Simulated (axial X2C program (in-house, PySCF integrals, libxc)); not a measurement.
# Low determinants of ZrO at the PBE0 level, with spin–orbit coupling

Calculated with an axial X2C code built on PySCF integrals. Two-component (2c) means X2C with spin–orbit coupling and atomic mean-field two-electron Coulomb and Gaunt terms. Basis: Zr dyall-cv3z [11s12p9d6f3g], O dyall-av3z [7s6p3d2f] (cores contracted in-house); Gaussian nuclei, density fitting, unrestricted open shells. Masses: Zr 89.905 u, O 15.995 u.

Search at 1.717 Å (vertical energies from the lowest determinant):

```tsv
ΔE (eV)	state	electrons beyond evenly filled partner blocks	electrons in ±ω = 1/2, 3/2, 5/2, 7/2
0.00	Ω = 1	ω = -1/2, ω = 3/2	33 13 2 0
0.08	Ω = 3	ω = 1/2, ω = 5/2	33 12 3 0
0.24	Ω = 0	none	34 12 2 0
0.46	Ω = 2	ω = 1/2, ω = 3/2	33 13 2 0
0.55	Ω = 2	ω = -1/2, ω = 5/2	33 12 3 0
1.33	Ω = 1	ω = -3/2, ω = 5/2	32 13 3 0
1.84	Ω = 1	2 × ω = 1/2	34 12 2 0
```

Lowest determinant, Ω = 1 (⟨Sz⟩ = -1.00, ⟨Lz⟩ = 2.00 at PBE0): Re = 1.713 Å, ωe = 974.7 cm⁻¹.

The determinant in row 2 of the search, Ω = 3 (⟨Sz⟩ = 1.00, ⟨Lz⟩ = 2.00 at PBE0), was followed along the bond at PBE0; measured from the minimum of the lowest determinant it gives:

Te = 0.082 eV (664 cm⁻¹), Re = 1.713 Å, ωe = 975.6 cm⁻¹.

**Question.** Compare the bond of the determinant in row 2 with that of the lowest one.

**Answer.** At PBE0 its Re is the same within 0.001 Å and its force constant, which goes as ωe², is 1.00 times that of the lowest determinant. T0 ≈ Te + Δωe/2 = 664 + (0) = 664 cm⁻¹.

The search compares states at one distance, so a state with another bond length can lie lower; it is not exhaustive and yields mostly the lowest determinant of each block pattern, so other components and higher states of one pattern are missing. These are energies of single determinants, not of spin-adapted states; PBE0 term energies can be off by some tenths of an eV, and the functional has no current term. Open-shell Ω = 0 determinants with evenly filled partner blocks cannot be reached by this program, so the Ω shown need not be the lowest component. The lowest determinant need not be the ground state where others lie within half an eV.
